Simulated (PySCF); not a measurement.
Ag³⁰⁺: fine-structure interval

Ag³⁰⁺ [Ne] 3s2 3p5 [3p1/2^2 3p3/2^3, M_J = 3/2] → Ag³⁰⁺ [Ne] 3s2 3p5 [3p1/2^1 3p3/2^4, M_J = 1/2], as a difference of total energies. Calculation: PySCF 2.14, in an even-tempered Gaussian basis (19 s from 4.9 bohr⁻², ratio 2.4; 14 p from 6.4 bohr⁻², ratio 2.4; 5 d from 26 bohr⁻², ratio 2.6; 4 f from 39 bohr⁻², ratio 2.6); the two-component X2C-1e Hamiltonian. Correlated levels: 1s2 frozen; the 56 highest virtual spinors dropped. "Screened" scales the spin-orbit matrix elements by Boettger's factors to mimic the two-electron term; Breit and QED terms are absent.

```csv
method,fine-structure interval (cm⁻¹)
GHF (screened spin-orbit),330050
GMP2 (screened spin-orbit),331360
GHF (bare spin-orbit),345330
```
